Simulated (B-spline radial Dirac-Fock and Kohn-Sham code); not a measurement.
**How the levels of silver move as electrons are removed**

Level of theory: ΔSCF Dirac-Fock with Breit, self-energy and vacuum polarisation, finite nucleus, configuration average; a B-spline atomic structure program. Each ion is free and in its tabulated ground configuration. No correlation.

Reference: Ag¹⁹⁺, [Ar] 3d10, with K 26073.6 eV, L1 4357.5 eV, L3 3899.0 eV, M2 1121.0 eV, M3 1088.5 eV, Kα1 (K-L3) 22174.6 eV, Kβ1 (K-M3) 24985.1 eV, Lℓ (L3-M1) 2664.6 eV. Shifts from it, in eV (a dash: the subshell is empty, belongs to an open shell averaged over j, or its hole state is left out as unreliable):

```
  ion  configuration       K      L1      L3      M2      M3    Kα1      Kβ1      Lℓ
Ag²⁰⁺       [Ar] 3d9   +79.2   +78.2   +78.5   +60.8   +60.1  +0.69   +19.07  +17.65
Ag²¹⁺       [Ar] 3d8  +160.8  +158.6  +159.2  +122.9  +121.5  +1.56   +39.25  +36.27
Ag²²⁺       [Ar] 3d7  +244.8  +241.1  +242.1  +186.4  +184.2  +2.65   +60.55  +55.87
Ag²³⁺       [Ar] 3d6       ?       ?       ?       ?       ?      ?        ?       ?
Ag²⁴⁺       [Ar] 3d5  +420.0  +412.6  +414.5  +317.1  +313.4  +5.49  +106.53  +97.97
```

Q: Give the missing shifts for Ag²³⁺.

A: K +331.2, L1 +325.8, L3 +327.2, M2 +251.1, M3 +248.2, Kα1 +3.95, Kβ1 +82.98, Lℓ +76.43 (eV).

Over this range K (1s) moves by +420.0 eV and Kα1 by +5.5 eV: a line is a difference of two levels that shift in the same direction.

Values without a named source are computed, but for edge energies of neutral atoms, which are taken from tables.
